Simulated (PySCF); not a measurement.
# Working out the excitation energy of Kr⁺

Kr⁺ [Ar] 3d10 4s2 4p5 (2P) → Kr⁺ [Ar] 3d10 4s1 4p6 (2S). Computed with PySCF 2.14 in aug-cc-pVTZ-PP with ECP10MDF (6s5p4d2f, 55 functions), with scalar relativity through the core potential. Frozen: 3s2 3p6 3d10. Energies in hartree (1 hartree = 27.21139 eV):

```csv
part,Kr⁺ (lower),Kr⁺ (upper)
UHF,-461.718388,-461.062385
MP2 opposite-spin,-0.109295,-0.187494
MP2 same-spin,-0.031877,-0.040699
```

Question: What does Hartree-Fock give?

Answer: (-461.062385) − (-461.718388) = 0.656003 hartree = 17.851 eV.

Question: What do MP2 and SCS-MP2 (6/5 opposite-spin, 1/3 same-spin) give?

Answer: The opposite-spin parts differ by -2.128 eV and the same-spin parts by -0.240 eV. MP2: 17.851 + (-2.128) + (-0.240) = 15.483 eV. SCS-MP2: 17.851 + 1.2 × (-2.128) + (-0.240)/3 = 15.217 eV.

Measured between the centres of the two terms (NIST): 13.292 eV, so MP2 (valence) is off by 2.191 eV.

What remains against the reference includes basis incompleteness, the frozen core and correlation beyond second order.
